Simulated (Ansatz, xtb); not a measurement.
# Relative energy of two structures of GaHN2Si

We compare a, a singlet given by its coordinates, with b, `N=[Si]=[N][Ga]`, a singlet. Both are isolated molecules in the gas phase, relaxed with B3LYP-D3(BJ)/def2-SVP.

a (Å):

```
atom    x (Å)   y (Å)    z (Å)
  Ga  -1.2712  2.6172  -2.8602
   N  -0.5507  0.9040  -1.6940
   N  -0.8782  2.2868  -0.8999
  Si  -1.4134  0.9101  -0.0580
   H   0.4626  0.7533  -1.6383
```

Close contacts (Å): Ga1–N2 2.19, Ga1–N3 2.03, N2–Si4 1.85, N3–Si4 1.70, N2–H5 1.03.

b (Å):

```tsv
atom	x (Å)	y (Å)	z (Å)
Ga	-2.2189	0.9879	-4.2343
N	-1.4071	1.3132	-2.5935
N	0.3548	1.5985	-0.0118
Si	-0.6553	1.5523	-1.2210
H	0.3168	2.0157	0.9101
```

Task: Estimate which is lower in electronic energy at CCSD(T)/def2-TZVP, and by roughly how much.

Result: The CCSD(T)/def2-TZVP calculation puts structure b lower, by 0.573 eV.

How the difference moves with the method:

| level | geometry | E(b) − E(a) (eV) | departure from the last row (eV) | job, with rough time for the two |
| --- | --- | --- | --- | --- |
| B3LYP-D3(BJ)/def2-SVP | B3LYP-D3(BJ)/def2-SVP | −0.562 | +0.012 | optimisation, 40 s |
| HF/def2-TZVP | B3LYP-D3(BJ)/def2-SVP | −0.870 | −0.296 | part of the CCSD(T) run |
| MP2/def2-TZVP | B3LYP-D3(BJ)/def2-SVP | −0.784 | −0.211 | part of the CCSD(T) run |
| CCSD(T)/def2-TZVP | B3LYP-D3(BJ)/def2-SVP | −0.573 |  | single point, 52 s |

None of the levels shown reverses the order. The largest departure from CCSD(T)/def2-TZVP is that of HF/def2-TZVP, 0.296 eV. Levels run at GFN2-xTB geometries aren't shown.

With harmonic frequencies from B3LYP-D3(BJ)/def2-SVP (ideal gas, rigid rotor, one conformer each, 298.15 K, 1 atm): on the last row, ΔE + ΔZPE = −0.626 eV. A mode under 50 cm⁻¹ makes harmonic enthalpies and free energies unreliable, so none is given.

The T1 diagnostic of structure a is large, so the coupled-cluster value is less sure. The correlated steps freeze 16 core orbitals; the filled d shell of Ga is correlated, in a basis made for valence electrons. Run with Ansatz 0.2.0; the last row on 1 thread of Intel(R) Xeon(R) 6975P-C (Granite Rapids) on a shared host.
